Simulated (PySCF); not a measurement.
# Calculated NMR parameters of C=C(Cl)[Si@@H]1C[C@@H]1N(C)C

```
Formula                               : C6H12ClNSi
SMILES                                : C=C(Cl)[Si@@H]1C[C@@H]1N(C)C
InChI                                 : InChI=1S/C6H12ClNSi/c1-5(7)9-4-6(9)8(2)3/h6,9H,1,4H2,2-3H3/t6-,9+/m1/s1
Point group of the computed structure : C1
Degrees of unsaturation               : 2
Carbon signals                        : 5
Proton signals                        : 7
```

Molfile (atoms numbered from 1):
```
C6H12ClNSi
     RDKit          3D

 21 21  0  0  0  0  0  0  0  0999 V2000
    3.4234    1.1883    0.1242 C   0  0  0  0  0  0  0  0  0  0  0  0
    2.3135    0.5558   -0.2281 C   0  0  0  0  0  0  0  0  0  0  0  0
    1.6078    0.8523   -1.7822 Cl  0  0  0  0  0  0  0  0  0  0  0  0
    1.3878   -0.6803    0.8367 Si  0  0  2  0  0  4  0  0  0  0  0  0
    0.2542   -1.9095   -0.0274 C   0  0  0  0  0  0  0  0  0  0  0  0
   -0.4979   -0.7779    0.6824 C   0  0  2  0  0  0  0  0  0  0  0  0
   -1.1814    0.1492   -0.1683 N   0  0  0  0  0  0  0  0  0  0  0  0
   -2.4124   -0.4068   -0.6922 C   0  0  0  0  0  0  0  0  0  0  0  0
   -1.4025    1.4197    0.4839 C   0  0  0  0  0  0  0  0  0  0  0  0
    3.9249    1.8916   -0.5189 H   0  0  0  0  0  0  0  0  0  0  0  0
    3.8631    1.0057    1.0890 H   0  0  0  0  0  0  0  0  0  0  0  0
    2.0259   -1.0089    2.1014 H   0  0  0  0  0  0  0  0  0  0  0  0
    0.1084   -2.9048    0.3666 H   0  0  0  0  0  0  0  0  0  0  0  0
    0.1945   -1.8815   -1.1061 H   0  0  0  0  0  0  0  0  0  0  0  0
   -1.0685   -1.0925    1.5650 H   0  0  0  0  0  0  0  0  0  0  0  0
   -3.1594   -0.5945    0.0965 H   0  0  0  0  0  0  0  0  0  0  0  0
   -2.1947   -1.3481   -1.1932 H   0  0  0  0  0  0  0  0  0  0  0  0
   -2.8374    0.2857   -1.4184 H   0  0  0  0  0  0  0  0  0  0  0  0
   -2.0548    1.3371    1.3687 H   0  0  0  0  0  0  0  0  0  0  0  0
   -1.8616    2.1089   -0.2239 H   0  0  0  0  0  0  0  0  0  0  0  0
   -0.4417    1.8274    0.7985 H   0  0  0  0  0  0  0  0  0  0  0  0
  1  2  2  0
  2  3  1  0
  2  4  1  0
  4  5  1  0
  5  6  1  0
  6  7  1  0
  7  8  1  0
  7  9  1  0
  6  4  1  0
  1 10  1  0
  1 11  1  0
  4 12  1  1
  5 13  1  0
  5 14  1  0
  6 15  1  1
  8 16  1  0
  8 17  1  0
  8 18  1  0
  9 19  1  0
  9 20  1  0
  9 21  1  0
M  END
```

[PySCF 2.14.0 with density-fitted response routines: geometry: GFN2-xTB; GIAO PBE0/pcSseg-1 shieldings; no solvent model; averaged over atoms made equivalent by symmetry, fast rotation or ring inversion; one conformer; non-relativistic]

δ = σ(ref) − σ, references computed at the same level: ¹H (31.72 ppm), ¹³C (186.93 ppm), ²⁹Si (349.16 ppm) against TMS; ¹⁵N (267.73 ppm) vs NH3.

| carbon | δC, type | δH (multiplicity) | HMBC from (2–3 bonds) | span of the C tensor (ppm) |
| --- | --- | --- | --- | --- |
| C1 | 137.5, CH2 | H10 6.47 (br s); H11 6.24 (br s) | H12 | 230 |
| C2 | 151.5, C | – | H10, H11, H12, H15, H14, H13 | 201 |
| C5 | 9.8, CH2 | H13 0.99 (m); H14 1.27 (m) | H12, H15 | 44 |
| C6 | 48.8, CH | 1.96 (m) | H12, H16/H17/H18/H19/H20/H21, H14, H13 | 94 |
| C8/C9 | 48.5, CH3 | 2.33 (s) | H16/H17/H18/H19/H20/H21, H15 | 75 |

Other nuclei:
| atoms | nucleus | environment | δ (ppm) | σ (ppm) |
| --- | --- | --- | --- | --- |
| H12 | ¹H | hydrogen on a silicon bonded to 3 C, in a 3-membered ring | 3.55 | 28.17 |
| Si4 | ²⁹Si | silicon bonded to 3 C, H, in a 3-membered ring | -111.3 | 460.5 |
| N7 | ¹⁵N | amine nitrogen | 45.2 | 222.5 |

1. Carbon types of the structure: 1 × C, 1 × CH, 2 × CH2, 2 × CH3, leaving 1 H on heteroatoms.
2. δC 151.5: fully substituted alkene carbon; the olefinic region.
3. δC 137.5: terminal =CH2 carbon; the olefinic region.
4. δC 48.5: methyl carbon bonded to N; the inductive effect lowers its shielding.
5. δH 6.47, 6.24: hydrogen on a terminal =CH2 carbon; olefinic region.
6. δH 2.33: hydrogen on a methyl carbon bonded to N; its carbon carries N, hence the downfield position.

Carbons that carry Cl, above all several Cl atoms, come out too deshielded, partly because spin–orbit coupling is missing. Shifts are as computed. Against solution values, carbons near 30 ppm lie about +3 ppm off and those near 130 ppm about +5 ppm; carbons on Cl a further +6 ppm. Of 1211 compounds with measured shifts, 218 miss one by over three times the rms of a fit or turn the order of signals round; such compounds aren't used in these exercises. Experimental scales use liquid or dissolved standards, which lie at an offset from isolated NH3 (liquid NH3: subtract about 20 ppm). No couplings were computed; multiplicities are counted from neighbouring protons, with m where these are inequivalent, close in shift, in a saturated or five-membered ring or joined by F or P, and br s for small geminal =CH2 splittings.
